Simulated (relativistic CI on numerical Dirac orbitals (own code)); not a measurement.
## Radial parameters of Cr VII

Computed by Dirac-Coulomb-Breit CI, orbitals from a KLI potential per configuration, model QED (radiative potential, 1s self-energy scaled to tabulated hydrogen-like ionisation energies), unscaled Slater integrals (own radial code, finite nucleus).

Slater integrals F^k, G^k are unscaled and averaged over j, outside the closed core [Ne]; ζ comes from projecting the Hamiltonian with its Breit term on Σ l·s of the shell.

- 3s2.3p5.3d: ζ(3p) = 6305.6, F^2(3p,3d) = 109580, G^1(3p,3d) = 132860, G^3(3p,3d) = 83121, ζ(3d) = 395.07 cm⁻¹; <r>(3p) = 0.8741, <r^2>(3p) = 0.8851, <r>(3d) = 0.9014, <r^2>(3d) = 0.969 (bohr units).
- 3s.3p6.3d: G^2(3s,3d) = 102960, ζ(3d) = 413.88 cm⁻¹; <r>(3s) = 0.8482, <r^2>(3s) = 0.822, <r>(3d) = 0.9029, <r^2>(3d) = 0.9725 (bohr units).
- 3s2.3p5.4s: ζ(3p) = 6584.4, G^1(3p,4s) = 11815 cm⁻¹; <r>(3p) = 0.8578, <r^2>(3p) = 0.852, <r>(4s) = 1.912, <r^2>(4s) = 4.097 (bohr units).

In this model ζ of a weakly bound d, f or g electron outside closed shells comes out too small, for d by up to a factor of two or three and at times with the wrong sign; that of an outer p electron is too small as well.

Averages of the first 10 configurations, taken without configuration mixing, which lowers the lowest level and can move excited configurations by several eV; other configurations of the list can lie among them:

| Configuration | Parity | States | Average energy above the lowest level (eV) |
| --- | --- | --- | --- |
| 3s2.3p6 | even | 1 | 0.2 |
| 3s2.3p5.3d | odd | 60 | 46.6 |
| 3s.3p6.3d | even | 20 | 83.5 |
| 3s2.3p5.4s | odd | 12 | 83.6 |
| 3s2.3p5.4p | even | 36 | 93.1 |
| 3s2.3p5.4d | odd | 60 | 107.2 |
| 3s2.3p5.4f | even | 84 | 116.9 |
| 3s2.3p5.5s | odd | 12 | 117.6 |
| 3s2.3p5.5p | even | 36 | 121.7 |
| 3s.3p6.4s | even | 4 | 121.4 |
